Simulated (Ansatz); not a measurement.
```yaml
crystal:
  periodic: [false, false, false]
  atoms:
    - {symbol: Al, position_ang: [-0.411600, 1.539419, -0.033456]}
    - {symbol: N, position_ang: [0.233206, 0.027301, 0.833436]}
    - {symbol: Si, position_ang: [0.479161, -1.251758, -0.101896]}
    - {symbol: Cl, position_ang: [2.224227, -2.238969, 0.083904]}
    - {symbol: H, position_ang: [-0.151285, 1.684040, -1.580574]}
    - {symbol: H, position_ang: [-0.385643, 3.045068, 0.949363]}
    - {symbol: H, position_ang: [-0.194720, -0.003489, 1.738122]}
    - {symbol: H, position_ang: [-0.745787, -2.618593, 0.565104]}
    - {symbol: H, position_ang: [-0.046742, -1.165298, -1.881835]}
basis:
  gaussian: {orbitals: cc-pVTZ}
magnetization: {spin_polarized: true, initial_magnetization: 1}
hamiltonian: {xc: {name: PBEsol}}
```

```sh
$ ansatz run in.yaml --threads 2 --pin off --events-out ev --progress --plain --max-ram 4352MiB
```

Shortened log:

```
Error: a molecule whose nuclei and cores have a total charge of 56 cannot have a net charge of 0 together with 1 unpaired electrons
```

Q: What is wrong with this run?

A: The number of unpaired electrons doesn't fit the electron count. The program refused the input.
